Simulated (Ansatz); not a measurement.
`NC[SiH2][AlH2]`. The species carries charge 0 and has multiplicity 1.

```xyz
12

N     2.185    0.672   -0.193
C     1.010   -0.145   -0.460
Si   -0.525    0.548    0.406
Al   -2.544   -0.810    0.059
H     3.014    0.274   -0.618
H     2.362    0.740    0.801
H     0.806   -0.131   -1.536
H     1.114   -1.208   -0.186
H    -0.758    1.954   -0.038
H    -0.228    0.623    1.872
H    -3.930   -0.375    0.706
H    -2.506   -2.142   -0.813
```

Give the diagnostics of a CCSD(T)/def2-TZVPP run (frozen core, Ansatz). (An estimate is asked.)

Ansatz gave: T1 = 0.0111, largest single amplitude 0.014, largest double 0.028, (T) share of the correlation energy 3.5 %, 10 CCSD cycles. The RHF solution is stable towards an unrestricted one. T1 lies under the customary mark of 0.02 for closed shells.
